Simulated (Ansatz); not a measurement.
C$_{3}$H$_{5}$O (SMILES CC[C]=O), doublet, at a GFN2-xTB geometry; Ansatz (a first-principles code) with MP2/3-21G.

The Ansatz input:
Ansatz 0.2 input:
```yaml
crystal:
  periodic: [false, false, false]
  atoms:
    - {symbol: C, position_ang: [-1.74415870, -0.09615489, -0.20113188]}
    - {symbol: C, position_ang: [-0.28119385, -0.45077827, -0.44746320]}
    - {symbol: C, position_ang: [0.66303993, 0.42069438, 0.29960162]}
    - {symbol: O, position_ang: [1.82804539, 0.32539415, 0.52553050]}
    - {symbol: H, position_ang: [-2.39069958, -0.73833031, -0.79414626]}
    - {symbol: H, position_ang: [-1.99575719, -0.22775348, 0.84805044]}
    - {symbol: H, position_ang: [-1.93669820, 0.93789827, -0.47435288]}
    - {symbol: H, position_ang: [-0.08975183, -1.49732586, -0.18280424]}
    - {symbol: H, position_ang: [-0.03758054, -0.32020926, -1.50703030]}
basis:
  gaussian:
    orbitals: 3-21G.json
magnetization: {spin_polarized: true, initial_magnetization: 1}
correlation: {method: mp2}
```
The basis file holds 3-21G in the JSON format of the Basis Set Exchange.

The log (banner, timings and long lists left out):

```
Functional definition: HF
571 factors; integrals over basis functions are off by at most 1.0e-3 eV
mean field evaluation 1: about -5174.3975 eV, gradient 2.2e1 eV
mean field evaluation 2: about -5174.7288 eV, gradient 2.2e1 eV
mean field evaluation 4: about -5177.0809 eV, gradient 2.7e0 eV
mean field evaluation 8: about -5177.1601 eV, gradient 4.5e-1 eV
mean field evaluation 16: about -5177.1745 eV, gradient 2.0e-4 eV
mean field -5177.17448741 eV, -190.2576531976 hartree, gradient 2.8e-6 eV, S^2 0.770854; 2 other end points of the search recorded, 0 dependent functions left out
4 core orbitals not correlated
reference -5177.17448741 eV, -190.2576531976 hartree; 12, 11 occupied and 30, 31 virtual orbitals, 571 factors
second order -10.37937872 eV of doubles, -0.00000000 eV of singles
Total energy: -5187.55386613 eV, -190.6390883300 hartree
```
